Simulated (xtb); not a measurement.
Job for xtb: GFN1-xTB on H2O (SMILES O).

```
$ xtb mol.xyz --gfn 1 --sp --chrg 0 --uhf 0
3

O      0.14541781     0.25791158     0.11241167
H     -0.43692279     0.42195430     0.86624213
H     -0.41687628    -0.13738397    -0.56120688
```

Program output:

```
[...]
           -------------------------------------------------
          |                Calculation Setup                |
           -------------------------------------------------



           -------------------------------------------------
          |                 G F N 1 - x T B                 |
           -------------------------------------------------

        Reference                      10.1021/acs.jctc.7b00118
      * Hamiltonian:
        H0-scaling (s, p, d)           1.850000    2.250000    2.000000
        zeta-weighting                 0.000000
      * Dispersion:
        s8                             2.400000
        a1                             0.630000
        a2                             5.000000
        s9                             0.000000
      * Repulsion:
        kExp                           1.500000
        rExp                           1.000000
      * Coulomb:
        alpha                          2.000000
        third order                    atomic
        anisotropic                    false
      * Halogen bond correction:
        rad-scale                      1.300000
        damping                        0.440000


          ...................................................
          :                      SETUP                      :
          :.................................................:
          :  # basis functions                   8          :
          :  # atomic orbitals                   8          :
          :  # shells                            6          :
          :  # electrons                         8          :
          :  # halogen bonds                     0          :
          :  max. iterations                   250          :
          :  Hamiltonian                  GFN1-xTB          :
          :  restarted?                      false          :
          :  GBSA solvation                  false          :
          :  PC potential                    false          :
          :  electronic temp.          300.0000000     K    :
          :  accuracy                    1.0000000          :
          :  -> integral cutoff          0.2500000E+02      :
          :  -> integral neglect         0.1000000E-07      :
          :  -> SCF convergence          0.1000000E-05 Eh   :
          :  -> wf. convergence          0.2000000E-04 e    :
          :  Broyden damping             0.4000000          :
          :  net charge                          0          :
          :  unpaired electrons                  0          :
          ...................................................

 iter      E             dE          RMSdq      gap      omega  full diag
   1     -5.8031348 -0.580313E+01  0.464E+00    9.82       0.0  T
   2     -5.8041220 -0.987250E-03  0.267E+00    9.46       1.0  T
   3     -5.8042011 -0.791044E-04  0.217E-01    9.20       1.0  T
   4     -5.8042398 -0.386421E-04  0.248E-03    9.30      23.3  T
   5     -5.8042398 -0.619435E-08  0.138E-05    9.29    4194.2  T
   6     -5.8042398 -0.452971E-13  0.662E-06    9.29    8721.1  T

   *** convergence criteria satisfied after 6 iterations ***

         #    Occupation            Energy/Eh            Energy/eV
      -------------------------------------------------------------
         1        2.0000           -0.7577417             -20.6192
         2        2.0000           -0.6109285             -16.6242
         3        2.0000           -0.5480173             -14.9123
         4        2.0000           -0.4999823             -13.6052 (HOMO)
         5                         -0.1584249              -4.3110 (LUMO)
         6                         -0.0510850              -1.3901
         7                          0.3264433               8.8830
         8                          0.4468617              12.1597
      -------------------------------------------------------------
                  HL-Gap            0.3415573 Eh            9.2942 eV
             Fermi-level           -0.3292036 Eh           -8.9581 eV

 SCC (total)                   0 d,  0 h,  0 min,  0.002 sec
 SCC setup                      ...        0 min,  0.000 sec (  7.431%)
 Dispersion                     ...        0 min,  0.000 sec (  2.722%)
 classical contributions        ...        0 min,  0.000 sec (  1.681%)
 integral evaluation            ...        0 min,  0.000 sec ( 11.990%)
 iterations                     ...        0 min,  0.001 sec ( 50.191%)
 molecular gradient             ...        0 min,  0.000 sec ( 15.920%)
 printout                       ...        0 min,  0.000 sec (  9.333%)

         :::::::::::::::::::::::::::::::::::::::::::::::::::::
         ::                     SUMMARY                     ::
         :::::::::::::::::::::::::::::::::::::::::::::::::::::
         :: total energy              -5.768650046654 Eh    ::
         :: gradient norm              0.012650725098 Eh/a0 ::
         :: HOMO-LUMO gap              9.294248219435 eV    ::
         ::.................................................::
         :: SCC energy                -5.804239761919 Eh    ::
         :: -> electrostatic           0.050195199662 Eh    ::
         :: repulsion energy           0.035727301781 Eh    ::
         :: dispersion energy         -0.000137586515 Eh    ::
         :: halogen bond corr.         0.000000000000 Eh    ::
         :: add. restraining           0.000000000000 Eh    ::
         :: total charge               0.000000000000 e     ::
         :::::::::::::::::::::::::::::::::::::::::::::::::::::

           -------------------------------------------------
          |                Property Printout                |
           -------------------------------------------------

    * Orbital Energies and Occupations

         #    Occupation            Energy/Eh            Energy/eV
      -------------------------------------------------------------
         1        2.0000           -0.7577417             -20.6192
         2        2.0000           -0.6109285             -16.6242
         3        2.0000           -0.5480173             -14.9123
         4        2.0000           -0.4999823             -13.6052 (HOMO)
         5                         -0.1584249              -4.3110 (LUMO)
         6                         -0.0510850              -1.3901
         7                          0.3264433               8.8830
         8                          0.4468617              12.1597
      -------------------------------------------------------------
                  HL-Gap            0.3415573 Eh            9.2942 eV
             Fermi-level           -0.3292036 Eh           -8.9581 eV

  Mulliken/CM5 charges         n(s)   n(p)   n(d)
     1O    -0.66776 -0.99827   1.694  4.973  0.000
     2H     0.33364  0.49804   0.666  0.000  0.000
     3H     0.33412  0.50024   0.666  0.000  0.000

Wiberg/Mayer (AO) data.
largest (>0.10) Wiberg bond orders for each atom

 ---------------------------------------------------------------------------
     #   Z sym  total        # sym  WBO       # sym  WBO       # sym  WBO
 ---------------------------------------------------------------------------
     1   8 O    1.790 --     2 H    0.895     3 H    0.895
     2   1 H    0.895 --     1 O    0.895
     3   1 H    0.895 --     1 O    0.895
 ---------------------------------------------------------------------------

Topologies differ in total number of bonds
Writing topology from bond orders to xtbtopo.mol

 dipole moment from electron density (au)
     X       Y       Z
  -1.0881  -0.2206   0.0743  total (Debye):    2.828


           -------------------------------------------------
          | TOTAL ENERGY               -5.768650046654 Eh   |
          | GRADIENT NORM               0.012650725098 Eh/α |
Note: The following floating-point exceptions are signalling: IEEE_DENORMAL
normal termination of xtb
          | HOMO-LUMO GAP               9.294248219435 eV   |
           -------------------------------------------------

------------------------------------------------------------------------
------------------------------------------------------------------------
 total:
 SCF:
```

The run finished.

Cost: about 0.05 core-seconds (a rough figure).
